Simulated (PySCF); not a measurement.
C₄H₁₂Si, triplet, at the geometry of the source list (a higher spin typed on purpose: for a closed-shell molecule this is an excited state), with bond 9-3 at 1.8 times its length; PySCF with HF/STO-3G.

Input for PySCF:
```python
from pyscf import gto, scf

mol = gto.M(
    atom='''
C    -0.408500   -1.213100   -1.416200
Si   -0.000000   -0.000000    0.000000
C     0.008200    1.785900   -0.674300
C    -1.318300   -0.156200    1.371800
C     1.718700   -0.416600    0.718800
H    -1.382300   -1.003600   -1.848700
H    -0.421400   -2.240900   -1.066100
H     0.323800   -1.149900   -2.215500
H     0.421480    3.077580    0.733120
H    -0.957200    2.056100   -1.091800
H     0.748900    1.909800   -1.458600
H    -2.310500    0.074700    0.995800
H    -1.349600   -1.162600    1.778400
H    -1.115500    0.522100    2.195100
H     1.748900   -1.428300    1.112200
H     2.494100   -0.337300   -0.037300
H     1.983000    0.256400    1.528900
''',
    basis='sto-3g',
    charge=0,
    spin=2,
    verbose=4,
)

mf = scf.UHF(mol)
mf.kernel()
mo_i, mo_e, stable_i, stable_e = mf.stability(internal=True, external=True, return_status=True, nroots=6, tol=1e-6)
print('internally stable:', stable_i, ' externally stable:', stable_e)
if not stable_i:
    umf = mf.copy()
    umf.scf_summary = {}
    umf.kernel(umf.make_rdm1(mo_i, mf.mo_occ))
```

Task: Write the output that PySCF gives for this input, abridged.

Result: 
```
PySCF version 2.14.0

[INPUT] verbose = 4
[INPUT] num. atoms = 17
[INPUT] num. electrons = 50
[INPUT] charge = 0
[INPUT] spin (= nelec alpha-beta = 2S) = 2
[INPUT] symmetry False subgroup None
[INPUT] Mole.unit = angstrom
[INPUT] Symbol           X                Y                Z      unit          X                Y                Z       unit  Magmom
[INPUT]  1 C     -0.408500000000  -1.213100000000  -1.416200000000 AA   -0.771953121885  -2.292426761710  -2.676230137609 Bohr   0.0
[INPUT]  2 Si     0.000000000000   0.000000000000   0.000000000000 AA    0.000000000000   0.000000000000   0.000000000000 Bohr   0.0
[INPUT]  3 C      0.008200000000   1.785900000000  -0.674300000000 AA    0.015495754221   3.374861885861  -1.274242325794 Bohr   0.0
[INPUT]  4 C     -1.318300000000  -0.156200000000   1.371800000000 AA   -2.491225950014  -0.295175220657   2.592326297678 Bohr   0.0
[INPUT]  5 C      1.718700000000  -0.416600000000   0.718800000000 AA    3.247872290290  -0.787259903494   1.358335138337 Bohr   0.0
[INPUT]  6 H     -1.382300000000  -1.003600000000  -1.848700000000 AA   -2.612168421986  -1.896529138613  -3.493536686483 Bohr   0.0
[INPUT]  7 H     -0.421400000000  -2.240900000000  -1.066100000000 AA   -0.796330588892  -4.234687272538  -2.014637021399 Bohr   0.0
[INPUT]  8 H      0.323800000000  -1.149900000000  -2.215500000000 AA    0.611893319134  -2.172996070637  -4.186688228974 Bohr   0.0
[INPUT]  9 H      0.421480000000   3.077580000000   0.733120000000 AA    0.796481766982   5.815783326439   1.385396016441 Bohr   0.0
[INPUT] 10 H     -0.957200000000   2.056100000000  -1.091800000000 AA   -1.808845846434   3.885465884718  -2.063202982800 Bohr   0.0
[INPUT] 11 H      0.748900000000   1.909800000000  -1.458600000000 AA    1.415215894687   3.608998952694  -2.756354525291 Bohr   0.0
[INPUT] 12 H     -2.310500000000   0.074700000000   0.995800000000 AA   -4.366212210808   0.141162541505   1.881789274842 Bohr   0.0
[INPUT] 13 H     -1.349600000000  -1.162600000000   1.778400000000 AA   -2.550374377713  -2.196995592419   3.360688939927 Bohr   0.0
[INPUT] 14 H     -1.115500000000   0.522100000000   2.195100000000 AA   -2.107989491952   0.986626009635   4.148137816033 Bohr   0.0
[INPUT] 15 H      1.748900000000  -1.428300000000   1.112200000000 AA    3.304942019252  -2.699095823716   2.101753395741 Bohr   0.0
[INPUT] 16 H      2.494100000000  -0.337300000000  -0.037300000000 AA    4.713165927278  -0.637404621816  -0.070486784446 Bohr   0.0
[INPUT] 17 H      1.983000000000   0.256400000000   1.528900000000 AA    3.747326905013   0.484525778338   2.889202271848 Bohr   0.0

nuclear repulsion = 240.853243660057
number of shells = 29
number of NR pGTOs = 123
number of NR cGTOs = 41
basis = sto-3g
ecp = {}

******** <class 'pyscf.scf.uhf.UHF'> ********
method = UHF
initial guess = minao
damping factor = 0
level_shift factor = 0
DIIS = <class 'pyscf.scf.diis.CDIIS'>
diis_start_cycle = 1
diis_space = 8
diis_damp = 0
SCF conv_tol = 1e-09
SCF conv_tol_grad = None
SCF max_cycles = 50
direct_scf = True
direct_scf_tol = 1e-13
number electrons alpha = 26  beta = 24
Set gradient conv threshold to 3.16228e-05
init E= -441.981897834546

cycle= 1 E= -441.98134910875  delta_E= 0.000549  |g|= 0.225  |ddm|= 3.24
cycle= 2 E= -442.058733127842  delta_E= -0.0774  |g|= 0.0851  |ddm|= 0.479
cycle= 3 E= -442.070722547095  delta_E= -0.012  |g|= 0.0336  |ddm|= 0.198
cycle= 4 E= -442.073236820326  delta_E= -0.00251  |g|= 0.0166  |ddm|= 0.0847
cycle= 5 E= -442.074103404565  delta_E= -0.000867  |g|= 0.00756  |ddm|= 0.0577
cycle= 6 E= -442.074301731546  delta_E= -0.000198  |g|= 0.0023  |ddm|= 0.0353
cycle= 7 E= -442.074316291333  delta_E= -1.46e-05  |g|= 0.000725  |ddm|= 0.0105
cycle= 8 E= -442.074317384031  delta_E= -1.09e-06  |g|= 0.000238  |ddm|= 0.00295
cycle= 9 E= -442.074317500775  delta_E= -1.17e-07  |g|= 8.66e-05  |ddm|= 0.000897
cycle= 10 E= -442.0743175174  delta_E= -1.66e-08  |g|= 2.96e-05  |ddm|= 0.00033
cycle= 11 E= -442.074317519345  delta_E= -1.94e-09  |g|= 1.02e-05  |ddm|= 0.000123
cycle= 12 E= -442.074317519559  delta_E= -2.14e-10  |g|= 4.61e-06  |ddm|= 3.52e-05
Extra cycle  E= -442.074317519588  delta_E= -2.85e-11  |g|= 3.04e-06  |ddm|= 8.69e-06
converged SCF energy = -442.074317519588  <S^2> = 2.0116634  2S+1 = 3.0077655
uhf_internal: lowest eigs of H = [0.4134659  0.57952983 0.60826475 0.61521454 0.62657364 0.65341771]
<class 'pyscf.scf.uhf.UHF'> wavefunction is stable in the internal stability analysis
uhf_real2complex: lowest eigs of H = [0.21813581 0.31278263 0.40258688 0.40673284 0.43762351 0.52519682]
<class 'pyscf.scf.uhf.UHF'> wavefunction is stable in the real -> complex stability analysis
uhf_external: lowest eigs of H = [-8.74937470e-02  4.30004208e-08  2.08353026e-01  2.90261534e-01
  2.97910337e-01  3.07715176e-01]
<class 'pyscf.scf.uhf.UHF'> wavefunction has an UHF/UKS -> GHF/GKS instability
internally stable: True  externally stable: False
```
